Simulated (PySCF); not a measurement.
AlF2H2N. Atoms are numbered in the order given.

```xyz
6

Al     0.0000     0.0000    -0.0408
F      0.0000     1.4210    -0.8885
F      0.0000    -1.4210    -0.8885
N      0.0000     0.0000     1.7079
H      0.0000    -0.8331     2.2838
H      0.0000     0.8331     2.2838
```
Charge 0, spin multiplicity 1.

The structure is a stationary point at PBE0-D3(BJ)/def2-SVP. The values are those of a single conformer.

The numbers are results of PySCF 2.14.0 with C-PCM-B3LYP/def2-SVP, not measurements.

The values are the electrostatic part of the solvation free energy, E(continuum) − E(gas) at the gas-phase geometry, in a cavity of scaled van der Waals radii (PySCF's table); cavitation and dispersion terms are not included. A continuum can't describe solvent molecules that bind to the metal. In vacuum the orbital gap is 6.72 eV. The dipole moment in vacuum is 2.73 D.

Computed values in water (ε = 78.36), acetone (ε = 20.49), ethanol (ε = 24.85):
```csv
solvent,ε,ΔG(elec) (kcal/mol),dipole (D),gap (eV)
water,78.36,-7.6,3.08,6.60
acetone,20.49,-7.3,3.06,6.60
ethanol,24.85,-7.4,3.07,6.60
```
